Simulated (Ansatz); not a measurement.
A run on C$_{5}$H$_{3}$AlF$_{6}$O$_{4}$ (`[OH][Al-]1([OH])[O]C(C(F)(F)F)=CC(C(F)(F)F)=[O+]1`) with other settings.

```yaml
crystal:
  periodic: [false, false, false]
  atoms:
    - {symbol: O, position_ang: [-1.229217, -1.471112, 2.411196]}
    - {symbol: Al, position_ang: [0.196577, -0.622608, 1.899918]}
    - {symbol: O, position_ang: [1.537031, -0.404811, 2.960162]}
    - {symbol: O, position_ang: [-0.440597, 0.935386, 1.104524]}
    - {symbol: C, position_ang: [-0.514312, 1.151214, -0.068375]}
    - {symbol: C, position_ang: [-1.215514, 2.459757, -0.409746]}
    - {symbol: F, position_ang: [-0.350907, 3.494651, 0.024575]}
    - {symbol: F, position_ang: [-1.347212, 2.750769, -1.700895]}
    - {symbol: F, position_ang: [-2.324982, 2.603429, 0.165815]}
    - {symbol: C, position_ang: [-0.175165, 0.289383, -1.193857]}
    - {symbol: C, position_ang: [0.480458, -0.931668, -0.801957]}
    - {symbol: C, position_ang: [0.869904, -1.813186, -1.948983]}
    - {symbol: F, position_ang: [2.344484, -1.965593, -1.890718]}
    - {symbol: F, position_ang: [0.583677, -1.375743, -3.133907]}
    - {symbol: F, position_ang: [0.405097, -3.029075, -1.831937]}
    - {symbol: O, position_ang: [0.679377, -1.298580, 0.315058]}
    - {symbol: H, position_ang: [-1.297374, -1.864013, 3.325959]}
    - {symbol: H, position_ang: [2.271865, 0.132117, 2.764695]}
    - {symbol: H, position_ang: [-0.380868, 0.634936, -2.139339]}
basis:
  gaussian: {orbitals: x2c-TZVPPall, fitting: {mean_field: cc-pVTZ-jkfit}}
hamiltonian: {xc: {name: SPW92}}
output: {forces: true}
```

```sh
$ ansatz run in.yaml --threads 11 --pin off --events-out ev --progress --plain --max-ram 166912MiB --backend cuda --devices 0, --max-vram 75GiB
```

Shortened log:

```
Functional definition: SPW92
1396 factors; integrals over basis functions are off by at most 8.4e-1 eV
mean field evaluation 1: about -36110.8725 eV, gradient 1.2e2 eV
mean field evaluation 2: about -35988.7387 eV, gradient 2.5e2 eV
mean field evaluation 4: about -36135.2234 eV, gradient 1.6e1 eV
mean field evaluation 8: about -36135.7247 eV, gradient 9.8e-1 eV
mean field evaluation 16: about -36135.7363 eV, gradient 5.8e-4 eV
mean field -36135.73628357 eV, -1327.9638147394 hartree, gradient 6.1e-5 eV, S^2 0.000000; 0 other end points of the search recorded, 0 dependent functions left out
reference -36135.73633206 eV, -1327.9638165214 hartree; 66, 66 occupied and 483, 483 virtual orbitals, 1396 factors
Total energy: -36135.73633206 eV, -1327.9638165214 hartree
Relativity: scalar
Atom 0 at    -1.229217    -1.471112     2.411196 Å, force     0.905478     0.052664     0.880250 eV/Å
Atom 1 at     0.196577    -0.622608     1.899918 Å, force    -0.424446    -0.189074     1.389360 eV/Å
Atom 2 at     1.537031    -0.404811     2.960162 Å, force    -2.454395    -1.194982    -0.303080 eV/Å
Atom 3 at    -0.440597     0.935386     1.104524 Å, force     0.837446    -1.241626     4.681054 eV/Å
Atom 4 at    -0.514312     1.151214    -0.068375 Å, force    -0.942317    -0.258836    -6.599911 eV/Å
Atom 5 at    -1.215514     2.459757    -0.409746 Å, force     3.554849     2.277519    -0.902517 eV/Å
Atom 6 at    -0.350907     3.494651     0.024575 Å, force    -0.779244    -1.218647     0.125468 eV/Å
Atom 7 at    -1.347212     2.750769    -1.700895 Å, force    -0.171189    -0.867656    -0.412459 eV/Å
Atom 8 at    -2.324982     2.603429     0.165815 Å, force    -2.346935     0.044526     1.386119 eV/Å
Atom 9 at    -0.175165     0.289383    -1.193857 Å, force     1.089400    -0.658577     5.398003 eV/Å
Atom 10 at     0.480458    -0.931668    -0.801957 Å, force    -2.235742     3.628140    -5.768027 eV/Å
Atom 11 at     0.869904    -1.813186    -1.948983 Å, force     3.598607    -1.446028     0.284503 eV/Å
Atom 12 at     2.344484    -1.965593    -1.890718 Å, force    -2.782952     0.545476    -0.075885 eV/Å
Atom 13 at     0.583677    -1.375743    -3.133907 Å, force    -0.151473     0.674490    -0.481839 eV/Å
Atom 14 at     0.405097    -3.029075    -1.831937 Å, force    -0.315840    -0.470312     0.300740 eV/Å
Atom 15 at     0.679377    -1.298580     0.315058 Å, force     1.125446    -1.922101     4.181394 eV/Å
Atom 16 at    -1.297374    -1.864013     3.325959 Å, force     0.138387     0.581780    -1.309774 eV/Å
Atom 17 at     2.271865     0.132117     2.764695 Å, force     1.633028     1.145111    -0.372136 eV/Å
Atom 18 at    -0.380868     0.634936    -2.139339 Å, force    -0.278108     0.518132    -2.401262 eV/Å
Dipole moment:    -0.093511     0.115610    -0.184157 e Å
```

Hardware: 11 threads of an AMD EPYC 7R13 on a shared host and a whole NVIDIA H100 80 GB. Wall time 2.5 s, peak host memory 1.6 GiB.
